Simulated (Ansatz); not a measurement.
Program: Ansatz. Geometries: PBE0-D4/def2-TZVP. ΔE: electronic, gas phase. CCSD(T)/CBS is the MP2 limit (def2-TZVPP, def2-QZVPP) plus CCSD(T) − MP2 in def2-TZVPP, frozen cores. This one scheme is used for every species, atoms too. Functionals use def2-TZVPP. No spin–orbit coupling; open shells (•) take unrestricted orbitals. Spin–orbit coupling would lower the free atoms: a little for B, C, F, O. One conformer a species, not always the lowest.

Consider the atomization: `CBC(O)F` → B• + 2 C• + F• + 6 H• + O•.

```tsv
level	ΔE (eV)
r2SCAN-D4	43.72
ωB97M-V	43.68
MP2/def2-TZVPP	43.24
CCSD/def2-TZVPP	41.76
CCSD(T)/def2-TZVPP	42.36
HF/def2-QZVPP	31.98
HF/CBS(def2)	31.98
CCSD/CBS(def2)	42.80
```

**Question.** What does CCSD(T)/CBS give? (Best estimate.)

**Answer.** Computed: +43.40 eV. The listed levels differ from it by 0.32, 0.28, -0.16, -1.64, -1.04, -11.42, -11.42, -0.60 eV.

Largest T1 diagnostic among the species: 0.014.

The D4 term adds +0.26 eV with B3LYP and +0.14 eV with PBE0; it sums over pairs of atoms, weighted by their polarisabilities, and B3LYP, whose exchange is more repulsive, gets the larger term. In def2-TZVPP, CCSD(T) changes the Hartree–Fock value by +10.43 eV (the triples alone add +0.61 eV) and MP2 by +11.30 eV; breaking electron pairs costs correlation energy, which Hartree–Fock lacks. From PBE to PBE0 (25 % exact exchange), in def2-TZVPP and without D4, ΔE moves by −0.89 eV: exact exchange takes away binding that semilocal exchange gives to molecules.

B3LYP here is the variant with VWN-RPA as its local correlation; programs differ in this.

For atomizations the MP2-based limit and the directly extrapolated one differ by several kJ/mol either way, and by 10 to 25 for some Ge, Se and Sn compounds, so smaller differences from it don't rank the levels.
